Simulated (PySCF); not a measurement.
**Electronic absorption of C2H7NOSi2**

Species: C2H7NOSi2.
Structure used (GFN2-xTB), in Å, numbered top down from 1:
```
atom  x, y, z in Å
C1     1.7421   -0.6967   -0.1683
Si2    0.1782    0.3247    0.1691
O3     0.4422    0.9609    1.6507
Si4   -1.8552   -0.7674   -0.0046
C5     0.2156    1.7452   -1.0667
N6     0.1834    2.6053   -1.8238
H7     1.7313   -1.1123   -1.1720
H8     2.6411   -0.0947   -0.0662
H9     1.8195   -1.5232    0.5323
H10   -0.1051    1.6299    2.0508
H11   -1.9398   -1.9120    0.9090
H12   -2.0766   -1.2726   -1.3602
H13   -2.9810    0.1134    0.3322
```

Method used: TDDFT CAM-B3LYP/def2-SVPD, vertical, gas phase, core orbitals frozen in the response in PySCF 2.14.0, density-fitted response routines.

Q: What does the calculation give for the low-lying excited states?

A: 

| state | λ (nm) | E (eV) | f | main configurations (H = HOMO, L = LUMO) |
| --- | --- | --- | --- | --- |
| S1 | 193.7 | 6.40 | 0.018 | H→L (91%) |
| S2 | 177.8 | 6.97 | 0.073 | H→L+1 (84%) |
| S3 | 173.3 | 7.16 | 0.0035 | H-1→L (32%), H-3→L (14%), H-2→L+1 (12%) |
| S4 | 166.2 | 7.46 | 0.0084 | H-2→L+1 (31%), H-1→L (13%), H-2→L (12%) |
| S5 | 165.2 | 7.51 | 0.022 | H-2→L (18%), H-2→L+1 (15%), H-1→L+1 (15%) |
| S6 | 160.4 | 7.73 | 0.0014 | H-1→L (34%), H-3→L (24%), H-5→L (13%) |
| S7 | 158.5 | 7.82 | 0.110 | H→L+2 (81%) |
| S8 | 153.4 | 8.08 | 0.065 | H→L+3 (40%), H-1→L+1 (17%), H→L+4 (16%) |

Triplets, Tamm–Dancoff:

| state | E (eV) | λ (nm) | main configurations (H = HOMO, L = LUMO) |
| --- | --- | --- | --- |
| T1 | 5.80 | 213.9 | H→L (81%) |
| T2 | 5.88 | 210.9 | H→L+1 (31%), H-2→L (15%) |
| T3 | 6.18 | 200.7 | H→L+1 (47%), H-2→L (20%) |

The lowest singlet comes at 194 nm (618 kJ/mol) in the vacuum ultraviolet; it is weak; its leading configuration is HOMO→LUMO (91%). The most intense listed level is S7 at 7.82 eV (158 nm, f = 0.110), 1.42 eV above S1. Löwdin shares by element: HOMO silicon 48%, oxygen 16%, carbon 11% or more (atoms not listed hold the other 25%); LUMO silicon 38%, oxygen 16%, carbon 14% or more (atoms not listed hold the other 32%). Of the 8 states listed, 5 reach f = 0.01 and none stays under 0.0005. The oscillator strengths of these states sum to 0.301; summed over the whole spectrum of an exact calculation they would give the number of electrons, 62 (Thomas–Reiche–Kuhn). Weighted by f, the mean energy of these states is 7.55 eV. Singlets were solved by full linear response, triplets in the Tamm–Dancoff approximation.

One conformer stands for the species.
